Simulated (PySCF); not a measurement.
Electron correlation in Se⁺ (selenium, charge +1)

[Ar] 3d10 4s2 4p3, high-spin 4S determinant. All numbers are calculated (PySCF 2.14, the spin-free X2C one-electron Hamiltonian (Gaussian nucleus), in cc-pVTZ-DK). Frozen: [Ar] 3d10; 5 electrons correlated.

MP2 pair energies summed by pair of shells (mhartree):

| pair | energy | share (%) |
| --- | --- | --- |
| 4s-4p | -49.42 | 66.2 |
| 4p-4p | -16.43 | 22.0 |
| 4s-4s | -8.79 | 11.8 |

Total MP2 correlation energy: -74.64 mhartree.

Same-spin part -19.82 and opposite-spin part -54.82 mhartree; SCS-MP2 scales them by 1/3 and 6/5 to -72.39 mhartree.

| level | correlation energy (mhartree) |
| --- | --- |
| CCSD | -89.22 |
| (T) | -2.49 |
| CCSD(T) | -91.71 |

Diagnostics: T1 = 0.0021, D1 = 0.0048, largest double amplitude 0.053.

Cost of the coupled-cluster step: 0.41 s of wall time on 1 thread of Neoverse-V1 (shared host), for 5 correlated electrons.
